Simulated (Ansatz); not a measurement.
Total energies of GaO₃H₃ (the lowest singlet isomer of a short search) from Ansatz at PBE0-D4/def2-TZVP, gas phase (1 Eh = 27.2114 eV = 2625.5 kJ/mol). The reference geometry is relaxed at PBE-D4/def2-SVP.

```csv
atom,x (Å),y (Å),z (Å)
Ga1,0.102,0.121,0.160
O2,1.563,1.043,0.627
O3,-1.208,0.026,1.385
O4,0.066,-0.627,-1.482
H5,-1.970,-0.490,1.067
H6,2.210,1.035,-0.103
H7,-0.763,-1.108,-1.654
```

| state | geometry | energy (Eh) |
| --- | --- | --- |
| charge 0 singlet | reference | -2152.03233 |
| charge 1 doublet | reference | -2151.62139 |
| charge 1 doublet | relaxed at PBE-D4/def2-SVP | -2151.62430 |
| free Ga atom (doublet) | – | -1924.55212 |
| free O atom (triplet) | – | -75.01860 |
| free H atom (doublet) | – | -0.50104 |

(1) Work out the vertical ionisation energy to the doublet.

(2) How much does the charge 1 doublet relax, and what is the adiabatic ionisation energy?

(3) What is the binding energy per atom against free atoms?

(1) E(charge 1 doublet) − E(charge 0 singlet) = -2151.62139 − (-2152.03233) = 0.41094 Eh = 11.18 eV. For comparison, −ε of the highest occupied level is 8.88 eV at this level, 2.30 eV less.

(2) Relaxation: -2151.62139 − (-2151.62430) = 0.00291 Eh = 0.08 eV. Adiabatic ionisation energy: 0.40803 Eh = 11.10 eV, without zero-point energy. 

(3) Atoms: 1 × (-1924.55212) + 3 × (-75.01860) + 3 × (-0.50104) = -2151.11104 Eh. Binding: -2151.11104 − (-2152.03233) = 0.92129 Eh = 25.07 eV, or 3.58 eV for each of 7 atoms (no zero-point energy, no counterpoise term).

The structure comes from a short search, and lower isomers may exist.
